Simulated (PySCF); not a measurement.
C₂H₈FNOSi, SMILES F[SiH](O)N(C)C.

Coordinates come from a PBE0-D3(BJ)/def2-SVP optimisation. Other conformers were not sampled.

Vertical ionisation energy (IE) and electron affinity (EA) in eV. Rows of orbital energies are one-electron estimates. Where ΔSCF, EOM or ADC give a negative EA the extra electron is unbound and the value depends on the basis.

```tsv
level	IE	EA
−ε(HOMO), −ε(LUMO), ωB97X/def2-TZVP (PySCF)	9.13	-2.86
−ε(HOMO), −ε(LUMO), PBE/def2-TZVP (PySCF)	?	?
```

Question: Some entries are withheld; supply them. (The exact figures need the calculation; the answer reports its results.)

Answer: 
- −ε(HOMO), −ε(LUMO), PBE/def2-TZVP (PySCF), IE: 5.40
- −ε(HOMO), −ε(LUMO), PBE/def2-TZVP (PySCF), EA: 0.09
